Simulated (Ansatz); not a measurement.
Species: dibromo(dichloro)methane, CBr2Cl2 (charge 0, singlet). SMILES: ClC(Cl)(Br)Br
Geometry: optimised at B3LYP-D3(BJ)/def2-TZVP (Ansatz, a quantum-chemistry and plane-wave program).

Quantity: atomisation energy (electronic, to ground-state atoms), in eV. Valence correlation only, unless marked. Open shells are spin-unrestricted. No spin-orbit coupling. The frozen core is the preceding noble-gas configuration, with the filled d and f shells of earlier blocks. Non-relativistic. The coupled-cluster limit lacks core correlation, which all-electron functionals hold. CBS marks a two-point X^-3 extrapolation of the correlation energy; Hartree-Fock from the larger set.

```csv
level,program,atomisation energy (eV)
HF/def2-QZVPP,Ansatz,6.69
```

### Question
Predict the CCSD(T)/CBS(def2-TZVPPD,def2-QZVPPD) result (Ansatz).

### Answer
12.47 eV, so HF/def2-QZVPP differs from it by -5.78 eV.
